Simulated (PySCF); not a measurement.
Si(GeH3)(H)2(OMe) (CH₈GeOSi), SMILES [SiH2](OC)[GeH3]. The structure is a stationary point at PBE-D3(BJ)/def2-SVP. The structure was generated by enumeration, and PubChem lists no compound with its InChIKey, so it may never have been made. The values are those of a single conformer.

Question: Give the equilibrium geometry at PBE-D3(BJ)/def2-SVP (PySCF confirms it by a frequency run) as Cartesian coordinates in Å. (An estimate is asked for; the answer gives what the named calculation found.)

Answer: One answer among several that fit: 
```xyz
12

Si    -0.4465    -1.1212     0.2935
Ge     1.2676     0.5448     0.0577
O     -1.8303    -0.7242    -0.5817
C     -2.5851     0.4454    -0.3331
H      0.0183    -2.4328    -0.2661
H     -0.7656    -1.2842     1.7628
H      0.8180     1.9195     0.6251
H      2.5457     0.1155     0.8296
H      1.6500     0.7511    -1.4325
H     -2.9866     0.4769     0.7070
H     -3.4460     0.4637    -1.0323
H     -1.9918     1.3758    -0.4965
```
Charge 0, spin multiplicity 1.
